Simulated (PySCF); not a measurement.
NbO₂, SMILES [O]=[Nb]=[O] (connectivity only; charge and spin as stated), neutral, multiplicity 2.

Coordinates come from a B3LYP-D3(BJ)/def2-TZVP optimisation. The multiplicity is an assumed one; other spin states were not compared. The def2 effective core potentials stand for the cores of Nb; spin–orbit coupling is left out.

These are B3LYP-D3(BJ)/def2-TZVP in PySCF values and carry that method's errors.

Frequencies are harmonic and unscaled.

**Question.** Estimate the vibrational spectrum. (The exact figures need the calculation; the answer reports its results.)

**Answer.** 
```tsv
mode	ν (cm⁻¹)	IR (km/mol)	moving atoms (share of kinetic energy)
1	354	0.8	O 87 %, Nb 13 %
2	959	238.0	O 82 %, Nb 18 %
3	1011	137.1	O 87 %, Nb 13 %
```
